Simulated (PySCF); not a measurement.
Isomers of C5H15GeN, from PBE0-D3(BJ)/def2-SVP geometry optimisation, gas phase in PySCF. One conformer each, no zero-point energy, no frequencies.

Task: Which is lowest in electronic energy at this level?
A. `[CH3:1][CH2:2][CH2:3][CH2:4][N:5]([CH3:6])[GeH3:7]` with C1–C2–C3–C4 179°, C2–C3–C4–N5 174°, C3–C4–N5–C6 -172°: A = 2846, B = 761.7, C = 621.2 MHz, dipole 0.55 D
B. `[CH3:1][CH2:2][CH2:3][CH2:4][CH2:5][NH:6][GeH3:7]` with C1–C2–C3–C4 180°, C2–C3–C4–C5 180°, C3–C4–C5–N6 -179°, C4–C5–N6–Ge7 162°: A = 10841, B = 371.2, C = 366.1 MHz, dipole 0.85 D
C. `[CH3:1][CH:2]([CH3:3])[GeH2:4][N:5]([CH3:6])[CH3:7]` with C1–C2–Ge4–N5 -53°, C2–Ge4–N5–C6 -58°: A = 3020, B = 1127, C = 981.6 MHz, dipole 0.51 D
D. `[CH3:1][CH:2]([CH3:3])[CH2:4][N:5]([CH3:6])[GeH3:7]` with C1–C2–C4–N5 60°, C2–C4–N5–C6 -165°: A = 2532, B = 982.6, C = 844.9 MHz, dipole 0.44 D

Result: B. That is `CCCCC[NH][GeH3]`, 2.8 kcal/mol below the next.

```
               SMILES                                        mapped SMILES       E (Eh)  relative (kcal/mol)  relative (kJ/mol)  dipole (D)
      CCCCC[NH][GeH3]    [CH3:1][CH2:2][CH2:3][CH2:4][CH2:5][NH:6][GeH3:7]  -2330.31461                  0.0                0.0        0.85
C[CH](C)[GeH2][N](C)C  [CH3:1][CH:2]([CH3:3])[GeH2:4][N:5]([CH3:6])[CH3:7]  -2330.31009                  2.8               11.9        0.51
   CC(C)C[N](C)[GeH3]  [CH3:1][CH:2]([CH3:3])[CH2:4][N:5]([CH3:6])[GeH3:7]  -2330.30685                  4.9               20.4        0.44
     CCCC[N](C)[GeH3]   [CH3:1][CH2:2][CH2:3][CH2:4][N:5]([CH3:6])[GeH3:7]  -2330.30433                  6.4               27.0        0.55
```

As drawn, the lowest has an N–H bond, which the highest lacks.
